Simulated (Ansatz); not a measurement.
Reaction (formal exchange of groups at a B–O bond): `COB(C)F` + `BC/C(C)=C\F` → `BCB(C)F` + `CO/C(C)=C\F`

Isolated molecules relaxed with PBE0-D4/def2-TZVP in Ansatz; ΔE leaves out vibrations. CCSD(T)/CBS adds triple-zeta CCSD(T) − MP2 to the extrapolated MP2 energy (def2 sets, frozen cores). Double bonds are as drawn, so ΔE can hold a change between cis and trans. DFT in def2-TZVPP. B3LYP here is the variant with VWN-RPA as its local correlation; programs differ in this. One conformer a species, not always the lowest.

`COB(C)F`:

Cartesian coordinates in Å:
```
C -1.472 0.661 0.273
O -0.381 0.422 1.130
B 0.777 -0.142 0.732
C 1.116 -0.624 -0.722
F 1.685 -0.280 1.700
H -2.338 0.102 0.634
H -1.712 1.726 0.294
H -1.264 0.365 -0.758
H 0.404 -1.378 -1.071
H 2.116 -1.055 -0.773
H 1.068 0.202 -1.438
```

`BC/C(C)=C\F`:

Cartesian coordinates in Å:
```
B 0.667 0.559 1.364
C 1.325 0.207 -0.012
C -0.063 -0.267 -0.330
C -0.968 0.616 -1.129
C -0.539 -1.413 0.173
F 0.227 -2.297 0.807
H 0.028 1.563 1.484
H 0.785 -0.191 2.285
H 2.063 -0.591 0.001
H 1.616 1.025 -0.667
H -0.931 1.642 -0.759
H -0.643 0.629 -2.174
H -2.005 0.276 -1.098
H -1.561 -1.757 0.056
```

`BCB(C)F`:

Z-matrix (Å, degrees):
```
C
B 1 1.574
B 1 1.546 2 107.7
H 1 1.098 2 104.8 3 115.6
H 1 1.091 2 109.9 3 -124.1
F 2 1.335 1 117.2 3 100.4
C 2 1.560 1 125.0 3 -80.4
H 3 1.197 1 121.3 2 -103.1
H 3 1.199 1 120.2 2 74.3
H 7 1.091 2 113.5 1 18.4
H 7 1.098 2 108.3 1 -100.6
H 7 1.093 2 111.8 1 142.8
```

`CO/C(C)=C\F`:

Z-matrix (Å, degrees):
```
C
O 1 1.416
H 1 1.092 2 111.4
H 1 1.092 2 111.4 3 -122.2
H 1 1.089 2 105.7 3 118.9
C 2 1.348 1 119.9 3 61.6
C 6 1.333 2 129.1 1 -0.8
C 6 1.490 2 111.0 1 179.2
F 7 1.349 6 125.2 2 -0.1
H 7 1.080 6 121.9 2 180.0
H 8 1.089 6 111.3 2 179.9
H 8 1.093 6 110.1 2 -59.4
H 8 1.093 6 110.1 2 59.1
```

**Question.** Is it downhill or uphill in electronic energy at CCSD(T)/CBS, and by how much? (An estimate is asked.)

**Answer.** Computed: Uphill: ΔE = +152.2 kJ/mol.

**Question.** What do these levels give: B3LYP-D4, B3LYP, HF/def2-TZVPP, SCS-MP2/def2-TZVPP, MP2/def2-QZVPP, MP2/CBS(def2)? (Best estimate.)

**Answer.** Ansatz gave: B3LYP-D4 142.7, B3LYP 138.7, HF/def2-TZVPP 132.1, SCS-MP2/def2-TZVPP 154.8, MP2/def2-QZVPP 163.1, MP2/CBS(def2) 163.0 kJ/mol.

Largest T1 diagnostic among the species: 0.012.

In def2-TZVPP, CCSD(T) changes the Hartree–Fock value by +20.2 kJ/mol (the triples alone add +3.4 kJ/mol) and MP2 by +30.9 kJ/mol. The D4 term adds +4.0 kJ/mol with B3LYP and +1.9 kJ/mol with PBE0; it sums over pairs of atoms, weighted by their polarisabilities, and B3LYP, whose exchange is more repulsive, gets the larger term.
